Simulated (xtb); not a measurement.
C$_{2}$H$_{3}$ (SMILES [CH]=C), doublet, geometry from GFN2-xTB; GFN0-xTB (xtb).

Here is a job for xtb.
```
$ xtb mol.xyz --gfn 0 --uhf 1 --etemp 5000 --json

# file mol.xyz
5

C      0.05254389    -0.57433481    -0.01733787
C      0.03699099     0.71273635     0.02197531
H     -0.84387122    -1.20149708    -0.04055811
H      0.97465882    -1.13961553    -0.03048968
H     -0.66799688     1.51070337     0.04322315
```

### Question
What does xtb print? Leave out banner, timings and long lists.

### Answer

```
   ID    Z sym.   atoms
    1    6 C      1, 2
    2    1 H      3-5

           -------------------------------------------------
          |                Calculation Setup                |
           -------------------------------------------------

           -------------------------------------------------
          |                 G F N 0 - x T B                 |
           -------------------------------------------------

          ...................................................
          :                      SETUP                      :
          :.................................................:
          :  # basis functions                  14          :
          :  # atomic orbitals                  14          :
          :  # shells                           10          :
          :  # electrons                        11          :
          :  electronic temp.         5000.0000000     K    :
          :  accuracy                    1.0000000          :
          :  -> integral cutoff          0.2500000E+02      :
          :  -> integral neglect         0.1000000E-07      :
          ...................................................

         :::::::::::::::::::::::::::::::::::::::::::::::::::::
         ::                     SUMMARY                     ::
         :::::::::::::::::::::::::::::::::::::::::::::::::::::
         :: total energy              -5.785967234287 Eh    ::
         :: gradient norm              0.019977073575 Eh/a0 ::
         :: HOMO-LUMO gap              3.438232804679 eV    ::
         ::.................................................::
         :: H0 energy                 -5.895520731874 Eh    ::
         :: repulsion energy           0.123510645658 Eh    ::
         :: electrostat energy        -0.013468360187 Eh    ::
         :: -> Gsolv                   0.000000000000 Eh    ::
         ::    -> Gsasa                0.000000000000 Eh    ::
         ::    -> Gshift               0.000000000000 Eh    ::
         :: dispersion energy         -0.000488787884 Eh    ::
         :: short-range corr.          0.000000000000 Eh    ::
         :: add. restraining           0.000000000000 Eh    ::
         :: total charge              -0.000000000000 e     ::
         :::::::::::::::::::::::::::::::::::::::::::::::::::::

           -------------------------------------------------
          |                Property Printout                |
[...]
         6        1.0565           -0.3707126             -10.0876 (HOMO)
         7        0.0182           -0.2443599              -6.6494 (LUMO)
         8        0.0000           -0.1426077              -3.8806
         9        0.0000           -0.1064384              -2.8963
        10        0.0000           -0.0888309              -2.4172
        11                          0.1654431               4.5019
        12                          0.2526233               6.8742
        13                          0.4131854              11.2433
        14                          0.6822616              18.5653
      -------------------------------------------------------------
                  HL-Gap            0.1263527 Eh            3.4382 eV
             Fermi-level            0.0000000 Eh            0.0000 eV

     #   Z          covCN         q      C6AA      α(0)
     1   6 C        2.830    -0.191    34.804     9.637
     2   6 C        1.908    -0.250    39.240    10.105
     3   1 H        0.924     0.127     1.555     1.950
     4   1 H        0.925     0.140     1.464     1.892
     5   1 H        0.927     0.174     1.243     1.743

 Mol. C6AA /au·bohr⁶  :        247.515786
 Mol. C8AA /au·bohr⁸  :       6056.305858
 Mol. α(0) /au        :         25.326772

Wiberg/Mayer (AO) data.
largest (>0.10) Wiberg bond orders for each atom

 ---------------------------------------------------------------------------
     #   Z sym  total        # sym  WBO       # sym  WBO       # sym  WBO
 ---------------------------------------------------------------------------
     1   6 C    3.894 --     2 C    2.028     4 H    0.949     3 H    0.913
     2   6 C    3.094 --     1 C    2.028     5 H    0.980
     3   1 H    0.970 --     1 C    0.913
     4   1 H    0.994 --     1 C    0.949
     5   1 H    0.996 --     2 C    0.980
 ---------------------------------------------------------------------------

Topologies differ in total number of bonds
Writing topology from bond orders to xtbtopo.mol

 dipole moment from electron density (au)
     X       Y       Z
  -0.2087  -0.2750  -0.0094  total (Debye):    0.878

           -------------------------------------------------
          | TOTAL ENERGY               -5.785967234287 Eh   |
          | GRADIENT NORM               0.019977073575 Eh/α |
          | HOMO-LUMO GAP               3.438232804679 eV   |
           -------------------------------------------------

normal termination of xtb
```
